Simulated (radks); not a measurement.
Ir49+, 28 electrons, occupied as [Ar] 3d10. Calculated with a radial shooting solver on a logarithmic mesh with Libxc functionals: scalar-relativistic Kohn-Sham, PBE, spin-polarised, spherical densities, finite nucleus; Fermi nuclear charge, rms radius 5.4032 fm.

Normalised radial functions P(r) = r R(r), r in bohr:

r              3s       3p      3d
0.002148   0.5971   0.0388  0.0004
0.002403   0.6397   0.0466  0.0005
0.002688   0.6833   0.0561  0.0007
0.002982   0.7242   0.0665  0.0009
0.003336   0.7679   0.0799  0.0012
0.003701   0.8077   0.0946  0.0016
0.00414    0.8486   0.1134  0.0021
0.00463    0.8862   0.1357  0.0029
0.005138   0.9170   0.1601  0.0038
0.005747   0.9439   0.1910  0.0051
0.006377   0.9614   0.2246  0.0067
0.007132   0.9700   0.2667  0.0091
0.007978   0.9655   0.3158  0.0122
0.008852   0.9471   0.3683  0.0161
0.009901   0.9092   0.4330  0.0216
0.01099    0.8547   0.5011  0.0283
0.01229    0.7724   0.5835  0.0378
0.01363    0.6720   0.6685  0.0493
0.01525    0.5362   0.7687  0.0654
0.01706    0.3707   0.8770  0.0864
0.01893    0.1908   0.9831  0.1114
0.02117   -0.0290   1.1004  0.1459
0.02349   -0.2532   1.2085  0.1864
0.02628   -0.5094   1.3187  0.2412
0.02939   -0.7703   1.4149  0.3099
0.03261   -1.0043   1.4838  0.3884
0.03648   -1.2309   1.5259  0.4910
0.04047   -1.4003   1.5249  0.6050
0.04527   -1.5178   1.4690  0.7496
0.05023   -1.5476   1.3564  0.9049
0.05618   -1.4760   1.1605  1.0941
0.06284   -1.2829   0.8819  1.3035
0.06973   -0.9902   0.5493  1.5114
0.07799   -0.5590   0.1194  1.7423
0.08654   -0.0685  -0.3318  1.9534
0.0968     0.5233  -0.8480  2.1640
0.1083     1.1336  -1.3610  2.3410
0.1201     1.6666  -1.7980  2.4602
0.1344     2.1484  -2.1856  2.5244
0.1491     2.4656  -2.4355  2.5135
0.1668     2.6332  -2.5605  2.4193
0.1865     2.6087  -2.5258  2.2412
0.207      2.4269  -2.3590  2.0099
0.2315     2.0978  -2.0625  1.7086
0.2569     1.7174  -1.7165  1.4026
0.2873     1.2866  -1.3167  1.0727
0.3188     0.9151  -0.9624  0.7897
0.3566     0.5826  -0.6347  0.5300
0.3989     0.3371  -0.3826  0.3284
0.4426     0.1845  -0.2188  0.1943
0.495      0.0861  -0.1078  0.1002
0.5493     0.0378  -0.0501  0.0490
0.6144     0.0136  -0.0192  0.0201

3s: eigenvalue -5561.1 eV, 2 radial nodes at r = 0.0209, 0.0877 bohr, <r> = 0.187 bohr, 90 % of the charge inside 0.273 bohr. 3p: eigenvalue -5049.4 eV, 1 radial node at r = 0.0802 bohr, <r> = 0.186 bohr, 90 % of the charge inside 0.277 bohr. 3d: eigenvalue -4509.8 eV, 0 radial nodes, <r> = 0.168 bohr, 90 % of the charge inside 0.258 bohr.
